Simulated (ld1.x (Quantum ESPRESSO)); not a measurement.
# Before and after: RRKJ potential for ruthenium (Ru)

Ru, norm-conserving RRKJ (Kleinman–Bylander form), made with ld1.x (Quantum ESPRESSO) 7.5 (LDA (PZ), scalar-relativistic). Core [Ar] 3d10, reference 4s2 4p6 4d7 5s1 5p0. Waves: 4s (bound): rc 1.35 bohr; 4p (bound): rc 1.95 bohr; 4d (bound): rc 1.75 bohr. Local part: all-electron potential smoothed inside 1.00 bohr (lloc = -2). Core correction: none.

Occupied shells without a wave of their own: 5s. They enter only through the test configuration that unscreens the potential.

Change: all radii scaled by about 1.26 (s 1.70, p 2.46, d 2.20 bohr); local potential all-electron potential smoothed inside 1.26 bohr (lloc = -2).

Cutoffs: the cutoffs (Ry, on a coarse ladder) from which the occupation-weighted sum of valence levels, in a spherical-Bessel basis at the reference potential, stays within 10 and 1 mRy of its value at 400 Ry; they do not see the model core or the augmentation charge, which bear on the density cutoff. Errors are all-electron minus pseudo energies relative to the spin-unpolarised reference configuration.

Problem. What does the change do?

Solution. The potential gets softer (60 Ry and 90 Ry → 35 Ry and 50 Ry); the miss of the reference levels goes from 0.14 to 0.44 eV; of the 9 tests that both files solve, the error grows in 8 and shrinks in 1 by more than 15 % and 0.3 meV (median size 100.5 → 490.2 meV); neither file shows a bound ghost. A larger radius leaves more room for a smooth pseudo-wave, so fewer plane waves are needed.

| quantity | base | changed |
| --- | --- | --- |
| cutoff, loose | 60 Ry | 35 Ry |
| cutoff, tight | 90 Ry | 50 Ry |
| loose cutoff by channel (10 mRy a level) | s 55 Ry, p 25 Ry, d 40 Ry | s 30 Ry, p 21 Ry, d 30 Ry |
| bound ghosts | none | none |
| largest miss of a reference level, eV | 0.14 | 0.44 |
| error for 4s2 4p6 4d7 5s0 5p0, meV [ΔE 7.61 eV] | -190 | -592 |
| error for 4s2 4p6 4d6 5s0 5p0, meV [ΔE 26.05 eV] | -290 | -910 |
| error for 4s2 4p6 4d5 5s0 5p0, meV [ΔE 56.90 eV] | -398 | -1268 |
| error for 4s1 4p6 4d7 5s1 5p0, meV [ΔE 82.78 eV] | -22 | -385 |
| error for 4s2 4p6 4d7.5 5s0.5 5p0, meV [ΔE -0.28 eV] | -64 | -200 |
| error for 4s2 4p6 4d4 5s0 5p0, meV [ΔE 101.61 eV] | -483 | -1576 |
| error for 4s2 4p6 4d6 5s1 5p0, meV [ΔE 10.32 eV] | +1.1 | +0.3 |
| error for 4s2 4p6 4d7 5s1 5p0 (spin-polarised), meV [ΔE -1.65 eV] | +97 | +114 |
| error for 4s2 4p6 4d7 5s0 5p0 (spin-polarised), meV [ΔE 6.36 eV] | -100 | -490 |

Base: The 5s level has no wave, so the channel is fitted at the deeper level alone: the likely source of the large errors. Changed file: The 5s level has no wave, so the channel is fitted at the deeper level alone: the likely source of the large errors.
